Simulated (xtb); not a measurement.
CH2Cl (SMILES [CH2]Cl), doublet, at a GFN2-xTB geometry. Base run: GFN2-xTB (xtb).

xtb was given this input:
```
$ xtb mol.xyz --gfn 2 --uhf 1 --json

# file mol.xyz
4

C      0.00128034    -0.21316871    -1.07804677
Cl    -0.00067229     0.11193254     0.56607046
H      0.94272613    -0.30818573    -1.57707968
H     -0.93897920    -0.31565514    -1.57783752
```

The base run was repeated with changes; each row names its change, and settings that it needs were set with it.

```tsv
change	ΔE vs base (kJ/mol)	dipole (D)	SCF cycles
base	0.00	0.83	10
etemp = 10000	-44.9	0.80	10
alpb = hexane	-5.11	0.90	10
acc = 30	0.00	0.83	8
acc = 0.1	0.00	0.83	11
```

ALPB and GBSA are two models with their own fitted parameters for each solvent, which aren't always the measured dielectric constant.
